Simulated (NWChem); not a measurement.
Molecule: SiN₂H₄F₂; SMILES N[Si](N)(F)F

```xyz
9

N     -0.2432    -1.3648     0.9917
Si     0.0000     0.0000     0.0058
N      0.2432     1.3648     0.9917
F      1.2664    -0.0315    -0.9869
F     -1.2664     0.0315    -0.9869
H     -0.7083    -2.1875     0.6308
H      0.4121    -1.5880     1.7289
H      0.7083     2.1875     0.6308
H     -0.4121     1.5880     1.7289
```
Atoms are numbered in this order, from 1.

Level: B3LYP/6-31G* (spherical d) (NWChem), optimised geometry, unscaled harmonic frequencies. 

**Question.** List the harmonic frequencies with IR intensities, and the thermochemistry.

**Answer.** 
```json
[
 {"frequency (cm⁻¹)": "216", "IR intensity (km/mol)": "6.8"},
 {"frequency (cm⁻¹)": "224", "IR intensity (km/mol)": "7.8"},
 {"frequency (cm⁻¹)": "245", "IR intensity (km/mol)": "2.1"},
 {"frequency (cm⁻¹)": "332", "IR intensity (km/mol)": "3.8"},
 {"frequency (cm⁻¹)": "348", "IR intensity (km/mol)": "9.7"},
 {"frequency (cm⁻¹)": "362", "IR intensity (km/mol)": "76.8"},
 {"frequency (cm⁻¹)": "411", "IR intensity (km/mol)": "161.2"},
 {"frequency (cm⁻¹)": "418", "IR intensity (km/mol)": "247.7"},
 {"frequency (cm⁻¹)": "434", "IR intensity (km/mol)": "71.8"},
 {"frequency (cm⁻¹)": "755", "IR intensity (km/mol)": "4.4"},
 {"frequency (cm⁻¹)": "826", "IR intensity (km/mol)": "3.9"},
 {"frequency (cm⁻¹)": "847", "IR intensity (km/mol)": "0.2"},
 {"frequency (cm⁻¹)": "936", "IR intensity (km/mol)": "185.0"},
 {"frequency (cm⁻¹)": "989", "IR intensity (km/mol)": "229.8"},
 {"frequency (cm⁻¹)": "1002", "IR intensity (km/mol)": "242.3"},
 {"frequency (cm⁻¹)": "1618", "IR intensity (km/mol)": "121.3"},
 {"frequency (cm⁻¹)": "1623", "IR intensity (km/mol)": "31.2"},
 {"frequency (cm⁻¹)": "3585", "IR intensity (km/mol)": "48.8"},
 {"frequency (cm⁻¹)": "3586", "IR intensity (km/mol)": "9.6"},
 {"frequency (cm⁻¹)": "3679", "IR intensity (km/mol)": "26.1"},
 {"frequency (cm⁻¹)": "3680", "IR intensity (km/mol)": "34.0"}
]
```

```yaml
zero_point_energy: 37.3 kcal/mol
thermal correction to the enthalpy at 298.15 K (with zero-point energy): 42.1 kcal/mol
heat capacity Cv: 23.6 cal/(mol K)
entropy at 298.15 K and 1 atm (symmetry number 2): 77.3 cal/(mol K)
dipole_moment: 2.32 D
```

Rigid rotor and harmonic oscillator.
